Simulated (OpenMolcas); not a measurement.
**Ni7+, Pd7+, Pt7+: d³ down the group**

```json
{
  "Program": "OpenMolcas 26.06",
  "Method": "CASSCF",
  "Basis": "ANO-R2",
  "Scalar Hamiltonian": "X2C, finite nucleus",
  "Spin-orbit coupling": "state interaction with AMFI integrals over the reference wave functions, term energies averaged over their components"
}
```

Active space for each ion: 3 electrons in 10 orbitals (d d).

Computed levels in cm-1 above ⁴F_3/2:

| Level | Ni7+ | Pd7+ | Pt7+ |
| --- | --- | --- | --- |
| ⁴F_5/2 | 956 | 2381 | 9640 |
| ⁴F_7/2 | 2228 | 5181 | 16919 |
| ⁴F_9/2 | 3761 | 8127 | 21216 |
| ⁴P_1/2 | 28043 | 19713 | 24381 |
| ²G_7/2 | 29037 | 22396 | 33038 |
| ⁴P_5/2 | 29595 | 23375 | 35664 |
| ²G_9/2 | 30215 | 23541 | 53485 |
| ²P_3/2 | 38114 | 35926 | 59123 |
| ²P_1/2 | 38262 | 29281 | 42885 |
| weight of ⁴F in the lowest level (%) | 100 | 97 | 80 |

Mixed levels, with the weight of the term that names them: Ni7+ ²P_3/2 (64 %), Pd7+ ²G_9/2 (61 %), Pd7+ ²P_3/2 (55 %), Pt7+ ⁴F_9/2 (50 %), Pt7+ ⁴P_1/2 (72 %), Pt7+ ²G_9/2 (59 %), Pt7+ ²P_3/2 (58 %), Pt7+ ²P_1/2 (72 %).

Measured, with the error of the calculation in %. Measured levels: Ni7+ from Corliss and Sugar, J. Phys. Chem. Ref. Data 10, 197 (1981).

| Level | Ni7+ |
| --- | --- |
| ⁴F_5/2 | 1012 (-5.5) |
| ⁴F_7/2 | 2184 (+2.0) |
| ⁴F_9/2 | 3721 (+1.1) |
| ⁴P_1/2 | 23261 (+20.6) |
| ⁴P_5/2 | 24669 (+20.0) |

The fine-structure level ⁴F_9/2 changes by a factor of 5.64 from Ni7+ to Pt7+.

Without spin-orbit coupling ⁴P lies 26861, 17179, 15380 cm-1 above ⁴F in that order; the difference to the level ⁴P_1/2, of either sign, comes from spin-orbit coupling, which also lowers the zero.

Without dynamic correlation excited terms often stand tens of per cent too high (terms of higher spin than the ground term too low), and those without a measured partner can miss by more than the paired ones. Active for correlation alone: 4d; no level in the range computed is led by a configuration that fills it, so any true level of that kind is missing (holds for Ni7+). Active for correlation alone: 5d; no level in the range computed is led by a configuration that fills it, so any true level of that kind is missing (holds for Pd7+). Active for correlation alone: 6d; no level in the range computed is led by a configuration that fills it, so any true level of that kind is missing (holds for Pt7+). Measured partners are found by configuration, term and J. A level has none where our copy of the source lacks it or the pairing is in doubt (some pairs that miss far off the trend of their configuration count as doubtful), and it then counts in no deviation. Levels of configurations outside the active space are missing.
